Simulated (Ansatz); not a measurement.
`C[O][GeH]([F])[F]` + H₂O → `[OH][GeH]([F])[F]` + CH₃OH at 400 K and 1 bar (formal hydrolysis of a Ge–O bond).

Computed with Ansatz on PBE0-D4/def2-TZVP structures; ΔE is electronic, products minus reactants. CCSD(T)/CBS is the MP2 limit (def2-TZVPP, def2-QZVPP) plus CCSD(T) − MP2 in def2-TZVPP, frozen cores. This one scheme is used for every species. For Ge outer-core shells are correlated without core-valence functions, which leaves a few kJ/mol of doubt a bond. Scalar relativity is left out up to krypton. One conformer a species, not always the lowest.

| species | CCSD(T)/CBS energy (Eh) | H − E (kJ/mol) | S (J/(mol·K)) |
| --- | --- | --- | --- |
| `C[O][GeH]([F])[F]` | -2391.41847 | 176.6 | 386.1 |
| H₂O | -76.37941 | 69.8 | 198.6 |
| `[OH][GeH]([F])[F]` | -2352.17909 | 95.4 | 339.5 |
| CH₃OH | -115.61712 | 151.2 | 252.6 |

H − E and S are ideal-gas, rigid-rotor, harmonic terms from PBE0-D4/def2-TZVP, for one conformer and one mirror image of each species. 1 Eh = 2625.50 kJ/mol, R = 8.31446 J/(mol·K).

**Question.** By hand: ΔE, ΔH, ΔS and ΔG.

**Answer.** ΔE = (-2352.17909) + (-115.61712) − (-2391.41847) − (-76.37941) = 0.00167 Eh = 4.4 kJ/mol. Δ(H − E) = 95.4 + 151.2 − 176.6 − 69.8 = 0.2, so ΔH = 4.6 kJ/mol. ΔS = 339.5 + 252.6 − 386.1 − 198.6 = 7.4 J/(mol·K). ΔG = 4.6 − 400 × (7.4)/1000 = 1.6 kJ/mol.

**Question.** By hand: the equilibrium constant, and the temperature at which ΔG would vanish if ΔH and ΔS stayed fixed.

**Answer.** log₁₀ K = −ΔG/(RT ln 10) = -0.2. ΔG = 0 at ΔH/ΔS = 622 K, though so small a ΔH makes that figure unsure.

TΔS isn't small against ΔH here. The sign of ΔG lies within the doubt. A doubt of 5 kJ/mol in ΔE shifts log₁₀ K by 0.7 here. Other conformers and mirror images would add mixing entropy, several J/(mol·K) or more a flexible species. These are equilibria of isolated gas molecules and say nothing of rates. Largest T1 diagnostic: 0.012 (customary marks: 0.02 for closed shells, 0.045 for open ones).
